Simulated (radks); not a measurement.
Values are calculated unless marked as measured or tabulated.
Initial-state core-level shifts of the mercury ion Hg+ when its valence configuration changes from [Xe] 4f14 5d10 6s1. Code: a radial shooting solver on a logarithmic mesh with Libxc functionals. Model: Dirac Kohn-Sham, PBE, spin-unpolarised, spherical densities, point nucleus; open shells fill j = l - 1/2 first. Shifts are changes of the shell-averaged eigenvalues in eV (positive: less bound).

| valence | 1s | 3s | 3d | 5s |
|---|---|---|---|---|
| 4f13.5 5d10 6s1.5 | -8.087 | -9.835 | -9.740 | -3.899 |
| 4f14 5d9 6s1 6p1 | -4.933 | -5.071 | -5.085 | -4.852 |
| 4f14 5d9 6s2 | -3.544 | -3.694 | -3.711 | -3.471 |
| 4f13.5 5d9 6s1.5 6p1 | -13.213 | -15.107 | -15.029 | -8.895 |
| 4f14 5d10 6p1 | -1.419 | -1.401 | -1.398 | -1.414 |
| 4f14 5d8 6s2 6p1 | -8.659 | -8.960 | -8.995 | -8.435 |
| 4f14 5d9.5 6s1 6p0.5 | -2.456 | -2.522 | -2.529 | -2.424 |
| 4f14 5d8 6s1 6p2 | -9.953 | -10.249 | -10.283 | -9.717 |
